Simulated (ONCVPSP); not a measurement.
# Potentials for Si (Z = 14) compared

Generated with ld1.x 7.5 (TM, RRKJ, ultrasoft, PAW), atompaw 4.2 or ONCVPSP 4.0.1. The cutoff is in Ry: for ld1.x and atompaw files where the sum of valence levels is converged to 10 mRy in a Bessel basis, for ONCV files where the hardest occupied wave has 1 mHa per electron of residual kinetic energy. The error is the largest all-electron minus pseudo excitation energy over each file’s own four to seven test configurations (ionisations up to +4, promotions, holes and added fractions of an electron), all of which were solved. The labels leave out finer settings (local radius, basis sizes, second energies), which also bear on the numbers. Spin-polarised tests are not counted. The rows are a selection from randomly drawn settings: files with unsolved tests, undetermined cutoffs or missed reference levels are left out.

| potential | cutoff (Ry) | largest error (meV) | bound ghosts |
| --- | --- | --- | --- |
| ONCV, PBE, scalar-relativistic, rc 1.50/1.60/1.50 (spd), local smoothed, core correction yes, reference 3s1, qcut 5.2/4.1/6.2, projectors 2/2/2 | 19 | +148 | none |
| ONCV, PBE, scalar-relativistic, rc 1.10/0.95/0.95 (spd), local d, core correction yes, reference 2s2 2p6 3s2 3p2, qcut 12.3/16.2/11.2, projectors 2/2/0 | 187 | +452 | none |
| ONCV, PBE, scalar-relativistic, rc 1.95/2.40 (sp), local smoothed, core correction no, reference 3s1 3p3, qcut 3.1/4.1, projectors 2/2 | 30 | +52 | none |

Problem. Fill in the row for Si: ONCV, PBE, scalar-relativistic, rc 1.95/1.90/1.90 (spd), local p, core correction yes, reference 3s2 3p2, qcut 4/5/5, projectors 2/0/2.

Solution. cutoff 13 Ry, largest error -104 meV, bound ghosts: none.

Problem. Fill in the row for Si: ONCV, PBE, scalar-relativistic, rc 0.90/1.15/0.90 (spd), local smoothed, core correction yes, reference 2s2 2p6 3s2 3p1.5, qcut 10.9/12.6/9.7, projectors 2/2/2.

Solution. cutoff 122 Ry, largest error +1072 meV, bound ghosts: none.

Problem. Fill in the row for Si: ONCV, PBE, fully relativistic, rc 1.50/2.45 (sp), local s, core correction yes, reference 3s2 3p2, qcut 3.4/4, projectors 0/1.

Solution. cutoff 25 Ry, largest error +80 meV, bound ghosts: none.
